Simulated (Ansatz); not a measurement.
A structure relaxed at PBE0-D4/def2-TZVP, charge 0, multiplicity 1:

```xyz
21

C     0.773    2.550   -0.518
C     1.139    2.275    0.924
O     0.380    1.223    1.481
Sb    0.881   -0.648    1.113
Si   -0.785   -1.405    2.939
O    -0.471   -1.114   -0.237
C    -0.185   -0.994   -1.614
C    -0.867   -2.109   -2.370
H     1.305    3.431   -0.889
H    -0.300    2.725   -0.611
H     1.038    1.705   -1.160
H     2.218    2.074    1.005
H     0.936    3.161    1.537
H    -2.075   -0.705    2.723
H    -0.239   -1.070    4.282
H    -0.978   -2.877    2.857
H    -0.543   -0.022   -1.977
H     0.900   -1.026   -1.803
H    -0.490   -3.082   -2.047
H    -0.694   -2.008   -3.445
H    -1.944   -2.084   -2.190
```

Question: Give its formula and SMILES.

Answer: C4H13O2SbSi, `CC[O][Sb]([SiH3])[O]CC`.

Question: Point group (tolerance 0.08 Å, 0.16 Å for H)?

Answer: C1.

Question: Summarise the bond lengths by kind.

Answer: 2 × C–C 1.510 to 1.513 Å; 10 × C–H 1.092 to 1.102 Å; 2 × C–O 1.411 to 1.412 Å; 2 × O–Sb 1.967 to 1.971 Å; 1 × Sb–Si 2.585 Å; 3 × H–Si 1.484 to 1.488 Å.

Results of the Gaussian-basis code of Ansatz.
